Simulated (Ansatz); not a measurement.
Consider the redistribution: `OC([SiH3])[SiH2]Cl` + `[OH][Ta](=[S])([Cl])[Cl]` → `O[SiH2]C(O)[SiH3]` + `[S]=[Ta]([Cl])([Cl])[Cl]`.

Program: Ansatz. Geometries: PBE0-D4/def2-TZVP. ΔE: electronic, gas phase. CCSD(T)/CBS is the MP2 limit (def2-TZVPP, def2-QZVPP) plus CCSD(T) − MP2 in def2-TZVPP, frozen cores. Functionals use def2-TZVPP. B3LYP here is the variant with VWN-RPA as its local correlation; programs differ in this. def2 core potentials past Kr. For Ta outer-core shells are correlated without core-valence functions, which leaves a few kJ/mol of doubt a bond. Each species was taken in one conformer, which may not be the lowest.

```json
{"level": "PBE-D4", "ΔE (kJ/mol)": "6.8", "difference from CCSD(T)/CBS": "8.7"}
{"level": "r2SCAN-D4", "ΔE (kJ/mol)": "2.7", "difference from CCSD(T)/CBS": "4.6"}
{"level": "PBE0-D4", "ΔE (kJ/mol)": "4.5", "difference from CCSD(T)/CBS": "6.4"}
{"level": "B3LYP-D4", "ΔE (kJ/mol)": "0.9", "difference from CCSD(T)/CBS": "2.8"}
{"level": "ωB97X-V", "ΔE (kJ/mol)": "7.7", "difference from CCSD(T)/CBS": "9.6"}
{"level": "ωB97M-V", "ΔE (kJ/mol)": "4.7", "difference from CCSD(T)/CBS": "6.6"}
{"level": "B2PLYP", "ΔE (kJ/mol)": "-4.2", "difference from CCSD(T)/CBS": "-2.3"}
{"level": "PBE", "ΔE (kJ/mol)": "6.7", "difference from CCSD(T)/CBS": "8.6"}
{"level": "r2SCAN", "ΔE (kJ/mol)": "2.6", "difference from CCSD(T)/CBS": "4.5"}
{"level": "PBE0", "ΔE (kJ/mol)": "4.4", "difference from CCSD(T)/CBS": "6.3"}
{"level": "B3LYP", "ΔE (kJ/mol)": "0.7", "difference from CCSD(T)/CBS": "2.6"}
{"level": "HF/def2-TZVPP", "ΔE (kJ/mol)": "-1.0", "difference from CCSD(T)/CBS": "0.9"}
{"level": "MP2/def2-TZVPP", "ΔE (kJ/mol)": "-12.0", "difference from CCSD(T)/CBS": "-10.1"}
{"level": "SCS-MP2/def2-TZVPP", "ΔE (kJ/mol)": "-9.7", "difference from CCSD(T)/CBS": "-7.8"}
{"level": "CCSD/def2-TZVPP", "ΔE (kJ/mol)": "-1.2", "difference from CCSD(T)/CBS": "0.7"}
{"level": "CCSD(T)/def2-TZVPP", "ΔE (kJ/mol)": "-3.0", "difference from CCSD(T)/CBS": "-1.1"}
{"level": "HF/def2-QZVPP", "ΔE (kJ/mol)": "-2.4", "difference from CCSD(T)/CBS": "-0.5"}
{"level": "MP2/def2-QZVPP", "ΔE (kJ/mol)": "-11.9", "difference from CCSD(T)/CBS": "-10.0"}
{"level": "SCS-MP2/def2-QZVPP", "ΔE (kJ/mol)": "-9.4", "difference from CCSD(T)/CBS": "-7.5"}
{"level": "HF/CBS(def2)", "ΔE (kJ/mol)": "-2.6", "difference from CCSD(T)/CBS": "-0.7"}
{"level": "MP2/CBS(def2)", "ΔE (kJ/mol)": "-10.9", "difference from CCSD(T)/CBS": "-9.0"}
{"level": "CCSD/CBS(def2)", "ΔE (kJ/mol)": "-0.1", "difference from CCSD(T)/CBS": "1.8"}
{"level": "CCSD(T)/CBS", "ΔE (kJ/mol)": "-1.9", "difference from CCSD(T)/CBS": "0"}
```

Largest T1 diagnostic among the species: 0.020.
